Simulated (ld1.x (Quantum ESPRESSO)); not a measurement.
**What one change does to a pseudopotential (Os (Z = 76), RRKJ)**

Os, norm-conserving RRKJ (Kleinman–Bylander form), made with ld1.x (Quantum ESPRESSO) 7.5 (PBE, scalar-relativistic). Core [Kr] 4d10 4f14, reference 5s2 5p6 5d6 6s0 6p0 (charge +2). Waves: 5p (bound): rc 1.75 bohr; 5d (bound): rc 1.80 bohr; 5s (bound): rc 1.00 bohr. Local part: the s channel. Core correction: a·sin(br)/r model core, default radius (core density twice the valence density).

Change: wave 5s (bound): rc 1.00 bohr becomes 5s (bound): rc 1.36 bohr.

Cutoffs: the cutoffs (Ry, on a coarse ladder) from which the occupation-weighted sum of valence levels, in a spherical-Bessel basis at the reference potential, stays within 10 and 1 mRy of its value at 400 Ry; they do not see the model core or the augmentation charge, which bear on the density cutoff. Errors are all-electron minus pseudo energies relative to the spin-unpolarised reference configuration.

**Question.** How do hardness, ghosts and transferability respond?

**Answer.** The potential gets softer (120 Ry and 230 Ry → 80 Ry and 140 Ry); of the 7 tests that both files solve, the error grows in 5 and shrinks in 0 by more than 15 % and 0.3 meV (median size 125.3 → 850.3 meV); the range in which the s phases agree narrows (upper end -0.9 → -2.5); neither file shows a bound ghost. A larger radius leaves more room for a smooth pseudo-wave, so fewer plane waves are needed. More of the atom is replaced by a form fitted at one configuration, so other configurations suffer.

| quantity | base | changed |
| --- | --- | --- |
| cutoff, loose | 120 Ry | 80 Ry |
| cutoff, tight | 230 Ry | 140 Ry |
| loose cutoff by channel (10 mRy a level) | p 21 Ry, d 30 Ry, s 110 Ry | p 21 Ry, d 30 Ry, s 80 Ry |
| bound ghosts | none | none |
| error for 5s2 5p6 5d6 6s2 6p0, meV [ΔE -26.49 eV] | +205 | +1443 |
| error for 5s2 5p6 5d6 6s1 6p0, meV [ΔE -16.91 eV] | +125 | +877 |
| error for 5s2 5p6 5d5 6s0 6p0, meV [ΔE 28.85 eV] | -7.6 | -7.5 |
| error for 5s2 5p6 5d6 6s0 6p2, meV [ΔE -16.04 eV] | +120 | +149 |
| error for 5s2 5p6 5d4 6s0 6p0, meV [ΔE 70.33 eV] | -29 | -28 |
| error for 5s2 5p6 5d5 6s2 6p1, meV [ΔE -20.39 eV] | +313 | +1841 |
| error for 5s2 5p6 5d6 6s1 6p1, meV [ΔE -21.43 eV] | +162 | +850 |
| s: phases at 1.94 bohr within 0.05 rad from the reference energy up to (Ry; the scan ends near 5) | -0.9 | -2.5 |
| p: phases at 1.94 bohr within 0.05 rad from the reference energy up to (Ry; the scan ends near 5) | 0.4 | 0.2 |
| d: phases at 1.94 bohr within 0.05 rad from the reference energy up to (Ry; the scan ends near 5) | to the end of the scan | to the end of the scan |
